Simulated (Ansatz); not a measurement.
`[F][Ge]([F])([F])[I]` → `[F][Ge][F]` + `FI` at 700 K and 1 bar (germylene formation by 1,1-elimination).

Isolated molecules relaxed with PBE0-D4/def2-TZVP in Ansatz; ΔE leaves out vibrations. CCSD(T)/CBS is the MP2 limit (def2-TZVPP, def2-QZVPP) plus CCSD(T) − MP2 in def2-TZVPP, frozen cores. Elements past krypton have def2 core potentials. For Ge, I outer-core shells are correlated without core-valence functions, which leaves a few kJ/mol of doubt a bond. Scalar relativity is left out up to krypton.

| species | CCSD(T)/CBS energy (Eh) | H − E (kJ/mol) | S (J/(mol·K)) |
| --- | --- | --- | --- |
| `[F][Ge]([F])([F])[I]` | -2673.08048 | 79.6 | 429.4 |
| `[F][Ge][F]` | -2275.77030 | 42.7 | 315.6 |
| `FI` | -397.18768 | 27.0 | 265.7 |

H − E and S are ideal-gas, rigid-rotor, harmonic terms from PBE0-D4/def2-TZVP. 1 Eh = 2625.50 kJ/mol, R = 8.31446 J/(mol·K).

**Question.** By hand: ΔE, ΔH, ΔS and ΔG.

**Answer.** ΔE = (-2275.77030) + (-397.18768) − (-2673.08048) = 0.12250 Eh = 321.6 kJ/mol. Δ(H − E) = 42.7 + 27.0 − 79.6 = -9.9, so ΔH = 311.7 kJ/mol. ΔS = 315.6 + 265.7 − 429.4 = 151.9 J/(mol·K). ΔG = 311.7 − 700 × (151.9)/1000 = 205.4 kJ/mol.

**Question.** By hand: the equilibrium constant, and the temperature at which ΔG would vanish if ΔH and ΔS stayed fixed.

**Answer.** log₁₀ K = −ΔG/(RT ln 10) = -15.3. ΔG = 0 at ΔH/ΔS = 2052 K.

The number of gas molecules changes by +1, which sets the sign of ΔS. A doubt of 5 kJ/mol in ΔE shifts log₁₀ K by 0.4 here. These are equilibria of isolated gas molecules and say nothing of rates. Largest T1 diagnostic: 0.015 (customary marks: 0.02 for closed shells, 0.045 for open ones).
